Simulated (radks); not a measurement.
Values are calculated unless marked as measured or tabulated.
Code: a radial shooting solver on a logarithmic mesh with Libxc functionals. Model: scalar-relativistic Kohn-Sham, SCAN, spin-unpolarised, spherical densities, finite nucleus; meta-GGA in the generalised Kohn-Sham scheme; Fermi nuclear charge, rms radius of each element as measured or else 0.836 A^(1/3) + 0.57 fm. Each species is in its NIST ground configuration. Rank Zr, Pd, Mo, Tc, Ag, Nb, Ru, Rh by mean radius of the outermost orbital (bohr), largest first.

Answer. Zr 3.74, Nb 3.74, Mo 3.58, Ru 3.36, Rh 3.27, Tc 3.26, Ag 3.13, Pd 1.58.
